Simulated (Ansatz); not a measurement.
One change: `[OH][GaH][Cl]` becomes `[OH][AlH][Cl]`.

Ansatz, PBE0-D4/def2-TZVP geometries, multiplicity 1. Each molecule was computed in one conformer, which needn't be the lowest.

Scalar relativity is left out up to krypton.

```
                                                                                  property  `[OH][GaH][Cl]`
                                          size of the dipole moment (B3LYP/def2-TZVPP) / D             0.46
                                            zero-point energy (PBE0-D4/def2-TZVP) / kJ/mol             57.4
                                                     HOMO–LUMO gap (B3LYP/def2-TZVPP) / eV             7.25
                                                       HOMO energy (B3LYP/def2-TZVPP) / eV            -8.67
                                                       LUMO energy (B3LYP/def2-TZVPP) / eV            -1.42
ideal-gas entropy at 298 K and 1 bar (rigid rotor, harmonic PBE0-D4/def2-TZVP) / J/(mol·K)              300
```

Problem. What does the change do to each property? (Best estimate.)

Solution. Computed: 
| property | `[OH][AlH][Cl]` | shift |
| --- | --- | --- |
| size of the dipole moment (B3LYP/def2-TZVPP) / D | 0.77 | 0.31 |
| zero-point energy (PBE0-D4/def2-TZVP) / kJ/mol | 58.1 | 0.7 |
| HOMO–LUMO gap (B3LYP/def2-TZVPP) / eV | 7.86 | 0.61 |
| HOMO energy (B3LYP/def2-TZVPP) / eV | -8.84 | -0.17 |
| LUMO energy (B3LYP/def2-TZVPP) / eV | -0.98 | 0.44 |
| ideal-gas entropy at 298 K and 1 bar (rigid rotor, harmonic PBE0-D4/def2-TZVP) / J/(mol·K) | 289 | -11 |

With PBE0 the HOMO falls by 0.16 eV and the LUMO rises by 0.38 eV, so the gap widens by about 0.54 eV. PBE moves the HOMO by -0.18 eV and ωB97M-V by -0.15 eV. Dipoles are sizes alone; their direction can turn.

B3LYP here is the variant with VWN-RPA as its local correlation; programs differ in this.
